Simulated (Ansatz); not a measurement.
Two members of one family (Series GeH3X), computed with Ansatz in the gas phase. The two geometries come from different levels. Binding counts from free atoms in the multiplicity of their measured ground term, without zero-point energy. The structures are stationary points that may keep the symmetry of their start.

First: GeMeH3 (singlet, charge 0, PBE-D4/def2-TZVP geometry).

```csv
atom,x (Å),y (Å),z (Å)
Ge1,-0.5987,0.6677,-0.2182
C2,0.6780,-0.7558,0.2472
H3,1.0010,-0.6488,1.2902
H4,1.5602,-0.7016,-0.4024
H5,0.2091,-1.7407,0.1224
H6,-1.0390,0.5384,-1.6980
H7,0.0483,2.0613,-0.0192
H8,-1.8588,0.5796,0.6779
```

| level | HOMO (eV) | LUMO (eV) | gap (eV) | binding per atom (eV) |
| --- | --- | --- | --- | --- |
| PBE-D4/def2-TZVP | -7.65 | 0.08 | 7.73 | 3.22 |
| r2SCAN-D4/def2-TZVP | -7.94 | 0.64 | 8.58 | 3.23 |
| r2SCANh-D4/def2-TZVP | -8.40 | 0.88 | 9.28 | 3.23 |
| PBE0-D4/def2-SVP | -8.90 | 1.26 | 10.16 | 3.22 |
| BHLYP-D4/def2-TZVP | -10.04 | 1.49 | 11.53 | 3.19 |

Second: Ge(CF3)H3 (singlet, charge 0, PBE0-D4/def2-SVP geometry).

```xyz
8

Ge    0.132    0.995   -0.099
C    -0.129   -0.973    0.097
F     0.794   -1.515    0.901
F    -0.047   -1.599   -1.085
F    -1.329   -1.261    0.618
H    -0.921    1.505   -1.089
H     1.553    1.221   -0.628
H    -0.053    1.625    1.286
```

Problem. Estimate how these quantities change from the first to the second (second minus first).

Solution. 
| level | Δ HOMO (eV) | Δ LUMO (eV) | Δ gap (eV) | Δ binding per atom (eV) |
| --- | --- | --- | --- | --- |
| PBE-D4/def2-TZVP | -0.18 | -0.40 | -0.22 | 0.30 |
| r2SCAN-D4/def2-TZVP | -0.25 | -0.64 | -0.39 | 0.21 |
| r2SCANh-D4/def2-TZVP | -0.35 | -0.60 | -0.25 | 0.18 |
| PBE0-D4/def2-SVP | -0.34 | -0.66 | -0.32 | 0.25 |
| BHLYP-D4/def2-TZVP | -0.80 | -0.24 | 0.56 | 0.05 |
